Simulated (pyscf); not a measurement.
## F–Sn(Cl)(Cl)–SeH (SMILES [F][Sn]([Cl])([Cl])[SeH]), singlet

Gas-phase minimum from PySCF at ωB97X-D3(BJ)/def2-SVP, one conformer. 

SMILES: [F][Sn]([Cl])([Cl])[SeH]
```xyz
6

F      1.9077     0.1418    -1.0234
Sn     0.0202     0.1636    -0.6494
Cl    -0.9179     1.6524    -2.1426
Cl    -0.7811    -1.9376    -1.1693
Se    -0.2170     0.7936     1.7268
H      1.2461     0.9055     1.7911
```

Bond lengths (Å): F1–Sn2 1.924, Sn2–Cl3 2.308, Sn2–Cl4 2.308, Sn2–Se5 2.470, Se5–H6 1.469. Angles (°): F1–Sn2–Cl3 106.3, F1–Sn2–Cl4 106.6, F1–Sn2–Se5 106.5, Cl3–Sn2–Cl4 107.5, Cl3–Sn2–Se5 114.8, Cl4–Sn2–Se5 114.6, Sn2–Se5–H6 88.0.

Properties at ωB97X-D3(BJ)/def2-SVP:

* **Harmonic wavenumbers, unscaled**: 42, 91, 95, 116, 154, 166, 276, 406, 420, 655, 671, 2494 cm⁻¹
* **Zero-point energy**: 8.0 kcal/mol
* **Rotational symmetry number**: 1
* **Entropy of this conformer at 298 K and 1 atm, rigid rotor and harmonic oscillator, modes under 100 cm⁻¹ raised to 100**: 402.0 J/(mol K)
* **Dipole moment**: 2.41 D

Single-point totals, which compare only within one level:

```
level                   total energy (hartree)
----------------------  ----------------------
ωB97X-D3(BJ)/def2-TZVP             -3636.96299
PBE/def2-TZVP                      -3636.10097
r²SCAN/def2-TZVP                   -3636.90524
B3LYP-D3(BJ)/def2-TZVP             -3637.08018
PBE0-D3(BJ)/def2-TZVP              -3636.26428
M06-2X/def2-TZVP                   -3636.83313
ωB97M-D3(BJ)/def2-TZVP             -3637.09426
```

The lowest mode is so soft that the shape along it may change with the basis. Soft torsions are taken as harmonic, which can shift the entropy by several J/(mol K). Elements up to Kr have no core potential and no relativistic terms here. Elements past Kr carry the def2 core potentials, without spin-orbit coupling.
